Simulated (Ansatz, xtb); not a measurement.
Breaking the Ge1–H2 bond in FGeH (SMILES [F][GeH]) (multiplicity 1 held, fragments rigid). Energies count from the point at 1.615 Å.
Geometry at that point (charge 0, multiplicity 1):
```xyz
3

Ge    -0.11370    -0.22691     0.28077
H     -0.98452    -1.05346    -0.79918
F      0.51367     0.92383    -0.90949
```

R- and RO- levels are restricted; in cc, def2 and unpolarised 6-31G sets they are followed outwards from rest. Active spaces are followed from a long bond inwards. Curves can end on different states.

Frozen-core correlation. Filled d and f shells under p-block atoms count as core.

The values were computed with Ansatz (Gaussian basis) for Hartree–Fock, density functionals and correlated methods; xtb for the GFN methods.  The GFN methods have no spin term and hold the electronic entropy of 300 K.

Energies in kJ/mol.

```csv
R (Å),GFN2-xTB,R-r2SCAN/cc-pVTZ,"CASSCF(2,2)/cc-pVTZ","FIC-MRCISD+Q on CASSCF(2,2)/cc-pVTZ"
1.292,103,98,109,103
1.453,21,18,22,19
1.615,0,0,0,0
1.776,3,14,11,14
1.938,18,43,37,43
2.180,56,?,86,97
2.422,104,?,134,150
2.826,187,232,196,220
3.230,259,294,234,262
3.714,320,347,253,285
4.360,358,?,261,294
5.168,371,416,263,296
```

**Question.** Complete the blanks.

**Answer.** 
- 2.180, R-r2SCAN/cc-pVTZ: 97
- 2.422, R-r2SCAN/cc-pVTZ: 152
- 4.360, R-r2SCAN/cc-pVTZ: 389

Doubts at one or more of the structures used: a restricted determinant that unrestricted orbitals would lower (R-r2SCAN/cc-pVTZ).

Ansatz is a program for electronic structure.
